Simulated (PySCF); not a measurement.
**Excited states of Kr (krypton, neutral)**

Ground state [Kr], ¹S. All numbers are calculated (PySCF 2.14, scalar relativity by spin-free X2C-1e, in x2c-TZVPall with one added diffuse shell each of s, p, d type (7s6p5d1f, 57 functions)). Vertical excitation energies in eV without spin-orbit coupling; excited terms of each kind are numbered among those the solver found. Frozen: [Ar].

```
 term  leading excitation  EOM-EE-CCSD
1 3P°              4p → s       10.970
1 1P°              4p → s       11.442
 1 3S              4p → p       11.578
 1 3D              4p → p       11.941
 1 1D              4p → p       12.046
 1 1P              4p → p       12.152
 1 3P              4p → p       12.154
 1 1S              4p → p       12.648
2 3P°              4p → d       13.160
1 3F°              4p → d       13.531
1 1F°              4p → d       14.029
1 1D°              4p → d       14.101
```

Only the lower part of the computed list is shown. The solver can miss terms. Rydberg members are limited by the diffuse functions of the basis.
